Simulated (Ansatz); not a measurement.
`FC[NH][AlH2]` → `[CH]F` + `[NH2][AlH2]` at 400 K and 1 bar (formal loss of a carbene).

Program: Ansatz. Geometries: PBE0-D4/def2-TZVP. ΔE: electronic, gas phase. CBS: MP2 limit from def2 TZ/QZ plus the TZ coupled-cluster correction, frozen cores. This one scheme is used for every species. Each species was taken in one conformer, which may not be the lowest.

| species | CCSD(T)/CBS energy (Eh) | H − E (kJ/mol) | S (J/(mol·K)) |
| --- | --- | --- | --- |
| `FC[NH][AlH2]` | -437.58340 | 187.8 | 340.9 |
| `[CH]F` | -138.29972 | 46.3 | 233.5 |
| `[NH2][AlH2]` | -299.14566 | 122.0 | 272.0 |

H − E and S are ideal-gas, rigid-rotor, harmonic terms from PBE0-D4/def2-TZVP, for one conformer and one mirror image of each species. 1 Eh = 2625.50 kJ/mol, R = 8.31446 J/(mol·K).

**Question.** By hand: ΔE, ΔH, ΔS and ΔG.

**Answer.** ΔE = (-138.29972) + (-299.14566) − (-437.58340) = 0.13802 Eh = 362.4 kJ/mol. Δ(H − E) = 46.3 + 122.0 − 187.8 = -19.5, so ΔH = 342.9 kJ/mol. ΔS = 233.5 + 272.0 − 340.9 = 164.6 J/(mol·K). ΔG = 342.9 − 400 × (164.6)/1000 = 277.1 kJ/mol.

**Question.** By hand: the equilibrium constant, and the temperature at which ΔG would vanish if ΔH and ΔS stayed fixed.

**Answer.** log₁₀ K = −ΔG/(RT ln 10) = -36.2. ΔG = 0 at ΔH/ΔS = 2083 K.

The number of gas molecules changes by +1, which sets the sign of ΔS. A doubt of 5 kJ/mol in ΔE shifts log₁₀ K by 0.7 here. Other conformers and mirror images would add mixing entropy, several J/(mol·K) or more a flexible species. These are equilibria of isolated gas molecules and say nothing of rates. Largest T1 diagnostic: 0.018 (customary marks: 0.02 for closed shells, 0.045 for open ones).
